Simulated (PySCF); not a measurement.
Ni(CO) (CNiO), SMILES [C-](->[Ni])#[O+], multiplicity 1. Coordinates come from a PBE-D3(BJ)/def2-TZVP optimisation. The multiplicity is an assumed one; other spin states were not compared.

These are PySCF with PBE-D3(BJ)/def2-TZVP values and carry that method's errors.

Harmonic wavenumbers (cm⁻¹): 356, 356, 603, 2017. Rotational constants (GHz): 4.492 (linear); symmetry number 1.

Work out the zero-point energy and the ideal-gas rigid-rotor harmonic-oscillator thermochemistry at 298.15 K and 1 atm.

ZPE = ½ Σ hcν = ½ × 3332 cm⁻¹ = 19.93 kJ/mol. H − E(el) = 30.89 kJ/mol. Entropy in J/(mol K): translation 164.40, rotation 68.44, vibration 11.41, total 244.25. G − E(el) = -41.94 kJ/mol. Cp = 46.52 J/(mol K).
